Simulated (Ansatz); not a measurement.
Species: C4H5, SMILES `[CH2]C=C=C` (H–C–C–C torsion 180°) (charge 0, multiplicity 2).

### Question
Give a relaxed geometry from B3LYP-D3(BJ)/def2-TZVP (Ansatz, a quantum-chemistry and plane-wave program).

### Answer
Several could match; the one computed here: the end point of this relaxation, one of several conformers (outside a Z-matrix the atoms follow the SMILES, hydrogens last).
Bonds (Å): C1–C2 1.389, C1–H5 1.080, C1–H6 1.081, C2–C3 1.346, C2–H7 1.088, C3–C4 1.296, C4–H8 1.088, C4–H9 1.088. Bond angles (°): C2–C1–H5 120.6, C2–C1–H6 121.1, H5–C1–H6 118.3, C1–C2–C3 125.5, C1–C2–H7 118.1, C3–C2–H7 116.4, C2–C3–C4 179.9, C3–C4–H8 121.9, C3–C4–H9 121.9, H8–C4–H9 116.2.
